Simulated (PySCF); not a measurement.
## Spinor energies of Os³⁷⁺ (osmium, charge +37)

Start: [Kr] 4d3; 4d3/2 filled at m_j = -1/2, +1/2, +3/2. Calculated with PySCF 2.14 in an uncontracted even-tempered set (17 s from 4.1 bohr⁻², ratio 2.8; 14 p from 5.4 bohr⁻², ratio 2.8; 9 d from 5.4 bohr⁻², ratio 2.8; 3 f from 20 bohr⁻², ratio 3): generalised Hartree-Fock with the X2C-1e Hamiltonian and a Gaussian nucleus; one run each with spin-orbit coupling (SO) switched off, then screened by Boettger's factors.

| spinor shell | electrons | ε, spin-free (eV) | ε, screened SO (eV) | weight of nominal j (screened SO) | rms radius, screened SO (bohr) |
| --- | --- | --- | --- | --- | --- |
| 1s1/2 | 2 | -75874.4 | -75847.8 | 1.000 | 0.0201 |
| 2s1/2 | 2 | -14681.3 | -14671.9 | 1.000 | 0.0810 |
| 2p1/2 | 2 | -12997.6 | -14096.5 | 1.000 | 0.0687 |
| 3s1/2 | 2 | -4668.3 | -4664.5 | 1.000 | 0.205 |
| 3p1/2 | 2 | -4162.5 | -4409.8 | 1.000 | 0.196 |
| 3p3/2 | 4 | -4162.5 | -4059.5 | 1.000 | 0.211 |
| 3d3/2 | 4 | -3599.7 | -3645.6 | 1.000 | 0.185 |
| 3d5/2 | 6 | -3599.7 | -3565.0 | 1.000 | 0.189 |
| 4s1/2 | 2 | -2050.8 | -2049.3 | 1.000 | 0.428 |
| 4p1/2 | 2 | -1858.3 | -1942.4 | 0.999 | 0.429 |
| 4p3/2 | 4 | -1858.3 | -1822.2 | 1.000 | 0.457 |
| 4d3/2 | 3 | -1655.6 | -1664.1 | 0.996 | 0.439 |

Question: Where does 2p3/2 lie, and what is the 2p spin-orbit splitting (screened SO)?

Answer: At -12555.1 eV, 1541.4 eV above 2p1/2.

```
   quantity     spin-free   screened SO
E (hartree)  -16428.98122  -16453.09185
        M_J           3/2           3/2
       ⟨J²⟩         6.751         3.780
       ⟨L²⟩        12.001         7.866
       ⟨S²⟩         3.750         2.160
```

Each row is a mean over spinors that exchange with the open shell spreads, by up to 12.889 eV (4p1/2).

Breit and QED terms are absent; they matter most for the inner s and p1/2 levels.

Densities and radii are taken from the X2C orbitals without a picture-change correction, which distorts them close to the nucleus.

Without spin-orbit coupling the j labels of p, d and f shells carry no meaning; the spin-free column gives the mean over the occupied spinors of each nl shell, and its ⟨J²⟩ belongs to a mixture of degenerate components.
